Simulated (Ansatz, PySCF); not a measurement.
TiF3, SMILES [F][Ti+]([F])[F], charge +1, multiplicity 1. Atoms are numbered in the order given.

```xyz
4

Ti     0.0000     0.0000     0.2604
F      1.3821    -0.7980    -0.2512
F     -1.3821    -0.7980    -0.2512
F      0.0000     1.5959    -0.2512
```
Charge +1, spin multiplicity 1.

The structure is a stationary point at PBE0-D3(BJ)/def2-SVP. The multiplicity is an assumed one; other spin states were not compared. The isomer is the one that the SMILES or the coordinates give; other isomers of the formula were not compared.

Two levels are set side by side: PBE-D3(BJ)/def2-SVP (Ansatz, a quantum-chemistry and plane-wave program) and PBE0-D3(BJ)/def2-SVP (Ansatz). Each level has its own optimised geometry; the coordinates shown are those of the second. Frequencies come from the Hessian of PySCF at each geometry. Differences are taken from unrounded values.

```
quantity                            PBE0-D3(BJ)  PBE-D3(BJ)  PBE-D3(BJ) minus PBE0-D3(BJ)
----------------------------------  -----------  ----------  ----------------------------
mean bond length (Å)                      1.676       1.695                         0.020
bond Ti1–F2 (Å)                           1.676       1.695                         0.020
bond Ti1–F3 (Å)                           1.676       1.695                         0.020
bond Ti1–F4 (Å)                           1.676       1.695                         0.020
highest harmonic wavenumber (cm⁻¹)          936         887                           -49
mean harmonic wavenumber (cm⁻¹)             556         531                           -25
zero-point energy (kcal/mol)               4.77        4.55                         -0.21
```

GGA bonds tend to be longer and softer than those of functionals with exact exchange. Differences between two approximate levels are no errors against the true value.
